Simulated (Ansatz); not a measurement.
This geometry of CH7GaInN (11 atoms, charge 0, multiplicity 1) is a first-order saddle point.

These are results of RKS PBE0-D4/def2-SVP in Ansatz 0.2.0, not measurements.

```xyz
11
Properties=species:S:1:pos:R:3
C -0.306 1.941 -0.355
N -0.498 0.830 0.554
Ga 0.823 -0.508 0.629
In -0.008 -2.815 -0.299
H 0.518 2.640 -0.096
H -1.226 2.546 -0.445
H -0.094 1.570 -1.374
H -0.786 1.166 1.472
H 2.264 -0.124 1.191
H 0.061 -3.224 -1.993
H -0.750 -4.023 0.717
```

**Question.** Which two structures does it join? (They come from a converged band through this point; their orientation in space is the band's.)

**Answer.** No bond is made or broken. The dihedral C1–N2–Ga3–In4 goes from 0 to -179°.

Image 0:

```xyz
11
Properties=species:S:1:pos:R:3
C -0.874 1.528 -0.090
N 0.124 1.072 0.839
Ga 1.003 -0.526 0.890
In 0.421 -2.293 -0.955
H -0.560 2.426 -0.657
H -1.839 1.770 0.395
H -1.086 0.744 -0.837
H 0.346 1.761 1.551
H 2.028 -0.620 2.084
H 1.283 -2.389 -2.467
H -0.847 -3.475 -0.754
```

Image 6:

```xyz
11
Properties=species:S:1:pos:R:3
C -0.144 1.917 1.125
N -0.357 0.809 0.228
Ga 0.622 -0.725 0.099
In -0.034 -2.518 -1.695
H -1.002 2.091 1.801
H 0.050 2.868 0.592
H 0.732 1.721 1.761
H -1.156 0.946 -0.382
H 1.806 -0.772 1.140
H 0.824 -2.688 -3.204
H -1.342 -3.649 -1.465
```

**Question.** How far does it lie above each of them?

**Answer.** 64.1 kJ/mol above the first and 62.1 kJ/mol above the second. This is the barrier of this one path; another mechanism may lie lower.

The run took 5.5 min on 2 threads of Arm Neoverse V2, on a shared host, peak memory 0.34 GiB.
